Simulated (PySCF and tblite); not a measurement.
The numbers below are computed, except where a source is named.
Conformers and averaged properties: C₃H₅F₃Si₂, numbered as in [CH:1]#[C:2][SiH2:3][SiH2:4][C:5]([F:6])([F:7])[F:8]

Conformers came from 60 starts (ETKDG and KDG, MMFF94s, GFN2-xTB); geometries are GFN2-xTB. Free energies are B3LYP-D3(BJ)/def2-SVP single points with GFN2-xTB rigid-rotor and vibrational terms (modes under about 200 cm⁻¹ blended into free rotors). Symmetry numbers and mirror images are counted. Conformers within 2 kcal/mol (GFN2-xTB free energy) were kept, 3 at most. GIAO shieldings: WP04/pcSseg-1. TDDFT excitations: wB97X-D/def2-SVPD. Shifts are against TMS (¹H), TMS (¹³C), CFCl3 (¹⁹F), TMS (²⁹Si) at the same level. Run with PySCF (density fitting) and tblite.

Torsions listed: C2–Si3–Si4–C5. Of a mirror pair one member is shown.

| conformer | shape | symmetry | E(GFN2) kcal/mol | E(DFT) kcal/mol | G(298.15 K) kcal/mol | weight % | dipole D |
| --- | --- | --- | --- | --- | --- | --- | --- |
| 1 | -68° | C1 (pair) | 0.49 | 0.00 | 0.00 | 82.2 | 2.39 |
| 2 | 180° | Cs | 0.00 | 0.29 | 0.91 | 17.8 | 2.81 |

Weights (%) against temperature:

```csv
T (K),1,2,S(mix) cal/mol/K
150,87.4,12.6,1.96
180,85.8,14.2,1.99
273.15,82.7,17.3,2.05
298.15,82.2,17.8,2.06
320,81.8,18.2,2.07
```

Averaged shifts at 298.15 K. ¹H: 3.92 (H3, 2H), 3.61 (H4, 2H), 1.83 (H1, 1H) ppm. ¹³C: 147.7 (C5), 99.9 (C1), 74.2 (C2) ppm. ¹⁹F: -68.2 (F6/F7/F8) ppm. ²⁹Si: -59.5 (Si4), -90.6 (Si3) ppm.

Coordinates of conformer 1 (Å):

```xyz
13

C     1.538    2.643    0.831
C     1.536    1.442    0.779
Si    1.475   -0.405    0.706
Si   -0.278   -1.041   -0.679
C    -1.915   -0.532    0.243
F    -3.035   -0.919   -0.397
F    -2.024    0.804    0.415
F    -1.991   -1.069    1.484
H     1.548    3.695    0.878
H     2.752   -0.869    0.146
H     1.338   -0.894    2.083
H    -0.499   -2.476   -0.882
H    -0.450   -0.376   -1.973
```

Coordinates of conformer 2 (Å):

```xyz
13

C     3.595   -0.400    0.595
C     2.522    0.097    0.375
Si    0.884    0.885    0.034
Si   -0.684   -0.826   -0.011
C    -2.382    0.058   -0.374
F    -2.696    0.973    0.572
F    -3.430   -0.783   -0.443
F    -2.366    0.735   -1.546
H     4.533   -0.836    0.789
H     0.640    1.860    1.107
H     1.001    1.592   -1.250
H    -0.990   -1.544    1.229
H    -0.632   -1.811   -1.095
```

Unscaled ¹⁹F and ²⁹Si shifts at such levels can be off by tens of ppm; differences between conformers or isomers are more reliable. Shifts are unscaled: against experiment ¹³C can be off by 15 ppm or more and ¹H by 0.8 ppm.

Search and properties took 110 s on 1 thread of AMD EPYC 7B13, on a host shared with other jobs (rough), launched as `OMP_NUM_THREADS=1 python ens_run.py task.json out`.


Conformer gaps in def2-SVP on xTB geometries can be 2 kcal/mol too large for S=O, P=O and other polar bonds.